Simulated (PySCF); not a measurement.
F₂H₅NSi₂, SMILES F[SiH](F)N[SiH3]. The structure is a stationary point at TPSSh-D3(BJ)/def2-SVP. This is a generated structure with no PubChem entry under its InChIKey; it may be hypothetical. One conformer was computed; it need not be the lowest.

Q: Give the equilibrium geometry at TPSSh-D3(BJ)/def2-SVP (PySCF confirms it by a frequency run) as Cartesian coordinates in Å. (Estimate from the structure and the level; the computed values follow.)

A: Several could match; the one computed here: 
```xyz
10

Si     2.0747    -0.0835     0.8805
N      0.6465    -0.5316    -0.0371
Si    -0.8390     0.3042    -0.1756
F     -1.1591     0.6806    -1.7183
F     -2.0792    -0.6428     0.2588
H      2.4131    -1.1196     1.8941
H      1.7601     1.1994     1.5591
H      3.2562     0.0941    -0.0072
H      0.7132    -1.4058    -0.5627
H     -0.8242     1.5232     0.6430
```
